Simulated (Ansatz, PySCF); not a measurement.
Gas-phase reaction in SMILES: [In][O][In] → [In][O][In] as doublet, charge +1 + e-
Geometries: B3LYP-D3(BJ)/def2-TZVP minima from Ansatz (a first-principles code). High T1 diagnostic, so coupled cluster is less sure: [In][O][In] as doublet, charge +1.

Property: adiabatic ionisation energy (0 K, with B3LYP-D3(BJ) harmonic zero-point energies from PySCF), in eV. Correlated levels leave the core frozen unless marked. Open shells are spin-unrestricted. No spin-orbit coupling. Frozen are the shells of the preceding noble gas and the d and f shells that filled before the atom's block. In def2 rows, elements after Kr have scalar-relativistic effective core potentials. STO-3G rows are all-electron and non-relativistic. CBS marks a two-point X^-3 extrapolation of the correlation energy; Hartree-Fock from the larger set.

```
level                          program  adiabatic ionisation energy (eV)
----------------------  --------------  --------------------------------
SVWN5/def2-TZVPD                Ansatz                              7.85
BLYP-D3(BJ)/def2-TZVPD  Ansatz + dftd3                              7.46
BLYP-D4/def2-TZVPD      Ansatz + dftd4                              7.47
revPBE-D4/def2-TZVPD    Ansatz + dftd4                              7.41
revPBE/def2-TZVPD               Ansatz                              7.40
r2SCAN-D4/def2-TZVPD    Ansatz + dftd4                              7.56
PBE0/STO-3G                     Ansatz                              3.77
```

Estimate the value at CCSD(T)/CBS(def2-TZVPP,def2-QZVPP) as computed with Ansatz.

7.71 eV, so PBE0/STO-3G differs from it by -3.94 eV.
